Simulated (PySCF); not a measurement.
Question: Give a PBE0-D3(BJ)/def2-SVP geometry of `[SiH3]N([SiH3])[SiH2][SiH2][GeH3]`.

Answer: 
Z-matrix in Å and degrees, rows numbered from 1:
```
Si
N   1  1.7538
Si  2  1.7545  1  120.23
Si  2  1.7609  1  120.86  3  -178.90
Si  4  2.3467  2  109.52  1    83.22
Ge  5  2.3837  4  110.66  2   -57.43
H   1  1.4955  2  111.69  3   -66.60
H   1  1.4945  2  107.47  3   173.90
H   1  1.4939  2  111.27  3    54.30
H   3  1.4944  2  107.57  1    -5.78
H   3  1.4955  2  110.86  1  -125.39
H   3  1.4947  2  111.68  1   114.04
H   4  1.4957  2  110.31  1   -38.52
H   4  1.4983  2  107.65  1  -156.95
H   5  1.4983  4  108.80  2    61.53
H   5  1.4984  4  111.27  2  -179.24
H   6  1.5403  5  110.44  4   -60.78
H   6  1.5407  5  110.04  4    58.75
H   6  1.5405  5  110.87  4   178.68
```

N2 (nitrogen bridging silicon atoms) is planar (angles 120.9°, 120.2° and 118.9°, sum 360.0°, 0.01 Å off the plane of its three neighbours). Si5 (SiH2 silicon) is tetrahedral (angles from 108.3° to 111.3°). Ge6 (germanium bonded to Si and 3 H) is tetrahedral (angles from 108.3° to 110.9°). Si1 (SiH3 silicon) is tetrahedral (angles from 107.5° to 111.7°).

Method: PBE0-D3(BJ)/def2-SVP geometry optimisation, gas phase in PySCF 2.14.0.

Point group: C1 (no symmetry element, even within 0.4 Å). No frequency check. The numbers are those of one conformer (Si1–N2–Si4–Si5 83°, N2–Si4–Si5–Ge6 -57°).

Time: 9.3 min wall. Hardware: one thread of an Arm Neoverse V1, shared host. This is the geometry optimisation.
